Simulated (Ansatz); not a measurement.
Input file for Ansatz (an electronic-structure program): R-CCSD(T)/def2-QZVPP on F4Zr (SMILES [F][Zr]([F])([F])[F]). Elements past Kr take the def2 small-core potentials; no spin–orbit coupling. The basis file is the Basis Set Exchange's JSON of that set.

Ansatz 0.2 input:
```yaml
crystal:
  periodic: [false, false, false]
  atoms:
    - {symbol: Zr, position_ang: [0.00000871, 0.00004228, 0.00000231]}
    - {symbol: F, position_ang: [1.10681542, 1.08742379, 1.10666351]}
    - {symbol: F, position_ang: [1.09368377, -1.10587034, -1.10131778]}
    - {symbol: F, position_ang: [-1.08840471, 1.11312001, -1.09933151]}
    - {symbol: F, position_ang: [-1.11210318, -1.09471575, 1.09398348]}
basis:
  gaussian:
    orbitals: def2-QZVPP.json
magnetization: {spin_polarized: false}
correlation: {method: ccsd_t, electrons: outside_noble_gas}
scf: {lower_state_search: off}
```

It printed:

```
WARN ansatz: RAYON_NUM_THREADS=4 ignored (pool sized by the plan → 4); use --threads N
Functional definition: HF
these checks for a lower state are left out or cut short: stability, starts, cluster_reference, orbital_swaps, neighbouring_geometries, increment
integrals: 2.85 GiB planned
1962 factors; integrals over basis functions are off by at most 4.2e-4 eV
mean field: 1.30 GiB planned
mean field evaluation 1: about -12098.1559 eV, gradient 6.5e1 eV
mean field evaluation 2: about -12098.2512 eV, gradient 6.5e1 eV
mean field evaluation 4: about -12104.7839 eV, gradient 1.6e0 eV
mean field evaluation 8: about -12104.8150 eV, gradient 6.8e-2 eV
mean field -12104.81502189 eV, -444.8437471161 hartree, gradient 1.9e-6 eV, S^2 0.000000; 0 other end points of the search recorded, 0 dependent functions left out
8 core orbitals not correlated
reference -12104.81502189 eV, -444.8437471161 hartree; 16, 16 occupied and 285, 285 virtual orbitals, 1962 factors
second order -33.71562239 eV of doubles, -0.00000000 eV of singles
coupled cluster: 4.69 GiB planned
cycle   1  -32.13943553 eV  change     1.6e0 eV  update   1.6e-1
cycle   2  -32.89106649 eV  change   -7.5e-1 eV  update   6.7e-2
cycle   3  -33.06619930 eV  change   -1.8e-1 eV  update   2.2e-2
cycle   4  -33.04535929 eV  change    2.1e-2 eV  update   6.3e-3
cycle   5  -33.03436285 eV  change    1.1e-2 eV  update   1.5e-3
cycle   6  -33.03512452 eV  change   -7.6e-4 eV  update   6.3e-4
cycle   7  -33.03536334 eV  change   -2.4e-4 eV  update   1.8e-4
cycle   8  -33.03519185 eV  change    1.7e-4 eV  update   7.1e-5
cycle   9  -33.03519337 eV  change   -1.5e-6 eV  update   2.0e-5
perturbative correction -1.18009599 eV, -0.0433677277 hartree
Total energy: -12139.03031125 eV, -446.1011358081 hartree
Checks for a lower state left out: stability, starts, cluster_reference, orbital_swaps, neighbouring_geometries, increment
```

The run converged.

Cost: around 14 core-minutes (rough).
